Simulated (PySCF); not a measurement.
## Ionisation energy of Tc⁺ by level of theory

Tc⁺ [Kr] 4d5 5s1 (7S) → Tc²⁺ [Kr] 4d5 (6S), as a difference of total energies. Calculation: PySCF 2.14, in aug-cc-pwCVTZ-PP with ECP28MDF; scalar relativity through the core potential. Correlated levels: valence: 4s2 4p6 frozen. The calculations carry no spin-orbit coupling.

```
           method  ionisation energy (eV)  difference from reference (eV)
              UHF                  14.242                          -1.018
    MP2 (valence)                  14.837                          -0.423
SCS-MP2 (valence)                  14.440                          -0.820
   CCSD (valence)                  14.855                          -0.405
CCSD(T) (valence)                  14.883                          -0.377
```

Reference: 15.26 eV (semi-empirical (NIST evaluation); NIST Atomic Spectra Database, ionization energies).

Errors of the correlated levels include the incompleteness of this basis and the frozen core.
